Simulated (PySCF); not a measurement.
PySCF job for 2-(furan-2-yl)-1,3,4-oxadiazole (C₆H₄N₂O₂), SMILES o1cccc1-c1ocnn1, TDA-PBE/def2-SVPD. Coordinates come from a PBE0-D3(BJ)/def2-SVP optimisation. One conformer was computed; it need not be the lowest.

```python
import numpy as np
from pyscf import gto, scf, dft, tdscf

mol = gto.M(
    atom='''
    C    -0.65713980   -2.83453827   -0.00000000
    C     0.70400562   -2.71676095    0.00000000
    O     1.06896760   -1.42465473   -0.00000000
    C    -0.05933787   -0.68773202   -0.00000000
    C     0.07461063    0.74468505    0.00000000
    N     1.14630209    1.47600280    0.00000000
    N     0.71962263    2.78036813   -0.00000000
    C    -0.56669845    2.74624630   -0.00000000
    O    -1.05322038    1.48968639    0.00000000
    C    -1.16231323   -1.50337717   -0.00000000
    H    -1.22882285   -3.75950720    0.00000000
    H     1.51401225   -3.44133819   -0.00000000
    H    -1.27128262    3.57421504   -0.00000000
    H    -2.20011900   -1.17935717    0.00000001
    ''',
    basis='def2-SVPD',
    charge=0,
    spin=0,
    symmetry=True,
    max_memory=1600,
    verbose=4,
)
mf = dft.RKS(mol, xc='pbe').density_fit(auxbasis='def2-universal-jkfit')
mf.grids.level = 3
mf.conv_tol = 1e-9
mf.max_cycle = 100
mf.kernel()
mf.grids = dft.Grids(mol).set(level=1).build(with_non0tab=True)  # coarser grid for the response kernel
td = tdscf.TDA(mf)
td.singlet = True
td.nstates = 6
td.conv_tol = 1e-4
td.positive_eig_threshold = 1e-6
td.kernel(x0=td.get_init_guess(mf, 11))
td.analyze()
tt = tdscf.TDA(mf)
tt.singlet = False
tt.nstates = 2
tt.conv_tol = 1e-4
tt.positive_eig_threshold = 1e-6
tt.kernel(x0=tt.get_init_guess(mf, 7))
tt.analyze(verbose=3)
```

It prints:

```
PySCF version 2.14.0

[INPUT] verbose = 4
[INPUT] num. atoms = 14
[INPUT] num. electrons = 70
[INPUT] charge = 0
[INPUT] spin (= nelec alpha-beta = 2S) = 0
[INPUT] symmetry True subgroup None
[INPUT] Mole.unit = angstrom
[INPUT] Symbol           X                Y                Z      unit          X                Y                Z       unit  Magmom
[INPUT]  1 C     -0.657139800000  -2.834538270000   0.000000000000 AA   -1.241814247551  -5.356501019898   0.000000000000 Bohr   0.0
[INPUT]  2 C      0.704005620000  -2.716760950000   0.000000000000 AA    1.330377811955  -5.133934141413   0.000000000000 Bohr   0.0
[INPUT]  3 O      1.068967600000  -1.424654730000   0.000000000000 AA    2.020056000034  -2.692207261766   0.000000000000 Bohr   0.0
[INPUT]  4 C     -0.059337870000  -0.687732020000   0.000000000000 AA   -0.112132323115  -1.299625164894   0.000000000000 Bohr   0.0
[INPUT]  5 C      0.074610630000   0.744685050000   0.000000000000 AA    0.140993656681   1.407250793558   0.000000000000 Bohr   0.0
[INPUT]  6 N      1.146302090000   1.476002800000   0.000000000000 AA    2.166197006117   2.789241051091   0.000000000000 Bohr   0.0
[INPUT]  7 N      0.719622630000   2.780368130000   0.000000000000 AA    1.359889683739   5.254134291169   0.000000000000 Bohr   0.0
[INPUT]  8 C     -0.566698450000   2.746246300000   0.000000000000 AA   -1.070904865716   5.189653377600   0.000000000000 Bohr   0.0
[INPUT]  9 O     -1.053220380000   1.489686390000   0.000000000000 AA   -1.990298067010   2.815099288592   0.000000000000 Bohr   0.0
[INPUT] 10 C     -1.162313230000  -1.503377170000   0.000000000000 AA   -2.196453675659  -2.840971113224   0.000000000000 Bohr   0.0
[INPUT] 11 H     -1.228822850000  -3.759507200000   0.000000000000 AA   -2.322138642107  -7.104438971330   0.000000000000 Bohr   0.0
[INPUT] 12 H      1.514012250000  -3.441338190000   0.000000000000 AA    2.861068501737  -6.503186681106   0.000000000000 Bohr   0.0
[INPUT] 13 H     -1.271282620000   3.574215040000   0.000000000000 AA   -2.402375978720   6.754287535901   0.000000000000 Bohr   0.0
[INPUT] 14 H     -2.200119000000  -1.179357170000   0.000000010000 AA   -4.157622351452  -2.228662054342   0.000000018897 Bohr   0.0

nuclear repulsion = 489.173090930204
point group symmetry = Cs
symmetry origin: [-5.39921758e-10 -2.42964810e-09  2.69960875e-10]
symmetry axis x: [ 1.00000000e+00 -5.74068377e-10 -3.87688362e-10]
symmetry axis y: [-5.74068377e-10 -1.00000000e+00  3.91857285e-11]
symmetry axis z: [3.87688362e-10 3.91857509e-11 1.00000000e+00]
num. orbitals of irrep A' = 168
num. orbitals of irrep A" = 70
number of shells = 98
number of NR pGTOs = 346
number of NR cGTOs = 238
basis = def2-SVPD
ecp = {}


[settings echo left out]
init E= -491.86990759401
HOMO (A") = -0.253878134105769  LUMO (A") = -0.124132225031879  gap/eV = 3.53057
cycle= 1 E= -489.959302017191  delta_E= 1.91  |g|= 0.676  |ddm|= 9.51
HOMO (A') = -0.182046518684155  LUMO (A") = -0.0633262563282243  gap/eV = 3.23054
cycle= 2 E= -489.734450786241  delta_E= 0.225  |g|= 1.24  |ddm|= 3.88
HOMO (A") = -0.20904122814731  LUMO (A") = -0.0793230487438253  gap/eV = 3.52981
cycle= 3 E= -490.050445897383  delta_E= -0.316  |g|= 0.184  |ddm|= 2.36
HOMO (A") = -0.219632551662008  LUMO (A") = -0.0898603673257549  gap/eV = 3.53128
cycle= 4 E= -490.053902588768  delta_E= -0.00346  |g|= 0.132  |ddm|= 0.456
HOMO (A") = -0.219766718272595  LUMO (A") = -0.0891784127125748  gap/eV = 3.55349
cycle= 5 E= -490.0579037633  delta_E= -0.004  |g|= 0.0284  |ddm|= 0.294
HOMO (A") = -0.217382550811327  LUMO (A") = -0.0874831747877838  gap/eV = 3.53474
cycle= 6 E= -490.058052221296  delta_E= -0.000148  |g|= 0.0128  |ddm|= 0.0909
HOMO (A") = -0.217642759938472  LUMO (A") = -0.0876478633823974  gap/eV = 3.53734
cycle= 7 E= -490.058085458342  delta_E= -3.32e-05  |g|= 0.0051  |ddm|= 0.0273
HOMO (A") = -0.217840950476511  LUMO (A") = -0.0877333457992073  gap/eV = 3.54041
cycle= 8 E= -490.058092110246  delta_E= -6.65e-06  |g|= 0.000971  |ddm|= 0.012
HOMO (A") = -0.217851921995297  LUMO (A") = -0.0877760869544992  gap/eV = 3.53954
cycle= 9 E= -490.05809231177  delta_E= -2.02e-07  |g|= 0.000407  |ddm|= 0.00326
HOMO (A") = -0.217847492894978  LUMO (A") = -0.0877704110199068  gap/eV = 3.53958
cycle= 10 E= -490.058092353211  delta_E= -4.14e-08  |g|= 0.000124  |ddm|= 0.001
HOMO (A") = -0.217845873454827  LUMO (A") = -0.0877658447795316  gap/eV = 3.53966
cycle= 11 E= -490.058092356125  delta_E= -2.91e-09  |g|= 3.89e-05  |ddm|= 0.00024
HOMO (A") = -0.217845857317941  LUMO (A") = -0.0877666889500122  gap/eV = 3.53963
cycle= 12 E= -490.058092356305  delta_E= -1.8e-10  |g|= 2.57e-05  |ddm|= 0.000124
HOMO (A") = -0.217845913852129  LUMO (A") = -0.0877658882517765  gap/eV = 3.53966
Extra cycle  E= -490.058092355202  delta_E= 1.1e-09  |g|= 7.12e-05  |ddm|= 0.00019
converged SCF energy = -490.058092355202
tot grids = 61568
Overwritten attributes  positive_eig_threshold  of <class 'pyscf.tdscf.rks.TDA'>


******** <class 'pyscf.tdscf.rks.TDA'> for <class 'pyscf.df.df_jk.DFSymAdaptedRKS'> ********
nstates = 6 singlet
deg_eia_thresh = 1.000e-03
wfnsym = None
conv_tol = 0.0001
eigh lindep = 1e-12
eigh level_shift = 0
eigh max_cycle = 100


Excitation energies (eV)
[4.12001239 4.76001612 5.36136098 5.54631987 5.56280342 5.66649103]

** Singlet excitation energies and oscillator strengths **
Excited State   1:   A"      4.12001 eV    300.93 nm  f=0.0005
      34 -> 36       -0.70380
Excited State   2:   A'      4.76002 eV    260.47 nm  f=0.5308
      33 -> 36        0.12378
      35 -> 36        0.60044
      35 -> 37        0.31892
Excited State   3:   A'      5.36136 eV    231.26 nm  f=0.2702
      30 -> 36       -0.11326
      31 -> 36       -0.19454
      33 -> 36        0.29333
      35 -> 36       -0.31964
      35 -> 37        0.48207
Excited State   4:   A'      5.54632 eV    223.54 nm  f=0.0129
      31 -> 37        0.10929
      33 -> 36        0.49361
      35 -> 37       -0.26507
      35 -> 38        0.37841
Excited State   5:   A"      5.56280 eV    222.88 nm  f=0.0003
      32 -> 36        0.54551
      34 -> 37       -0.43894
Excited State   6:   A"      5.66649 eV    218.80 nm  f=0.0031
      32 -> 36       -0.43336
      34 -> 37       -0.49445
      34 -> 38       -0.24777

** Transition electric dipole moments (AU) **
state          X           Y           Z        Dip. S.      Osc.
  1         0.0000      0.0000      0.0719      0.0052      0.0005
  2         0.0727     -2.1322     -0.0000      4.5516      0.5308
  3         0.1437      1.4270      0.0000      2.0571      0.2702
  4         0.0182     -0.3072      0.0000      0.0947      0.0129
  5        -0.0000     -0.0000     -0.0441      0.0019      0.0003
  6        -0.0000      0.0000     -0.1506      0.0227      0.0031

** Transition velocity dipole moments (imaginary part, AU) **
state          X           Y           Z        Dip. S.      Osc.
  1         0.0000     -0.0000     -0.0152      0.0002      0.0010
  2        -0.0265     -0.0995     -0.0000      0.0106      0.0404
  3        -0.0305      0.0824      0.0000      0.0077      0.0261
  4        -0.0156     -0.0242      0.0000      0.0008      0.0027
  5        -0.0000     -0.0000      0.0132      0.0002      0.0006
  6        -0.0000     -0.0000      0.0295      0.0009      0.0028

** Transition magnetic dipole moments (imaginary part, AU) **
state          X           Y           Z
  1         0.0950      0.2130     -0.0000
  2         0.0000      0.0000      0.2351
  3        -0.0000      0.0000      0.2318
  4        -0.0000     -0.0000     -0.1655
  5         0.0968     -0.0903      0.0000
  6         0.0876     -0.5092      0.0000


******** <class 'pyscf.tdscf.rks.TDA'> for <class 'pyscf.df.df_jk.DFSymAdaptedRKS'> ********
nstates = 2 triplet
deg_eia_thresh = 1.000e-03
wfnsym = None
conv_tol = 0.0001
eigh lindep = 1e-12
eigh level_shift = 0
eigh max_cycle = 100


Excitation energies (eV)
[3.12918025 3.83570564]

** Triplet excitation energies and oscillator strengths **
Excited State   1:   A'      3.12918 eV    396.22 nm  f=0.0000
Excited State   2:   A"      3.83571 eV    323.24 nm  f=0.0000
```

The run converged.
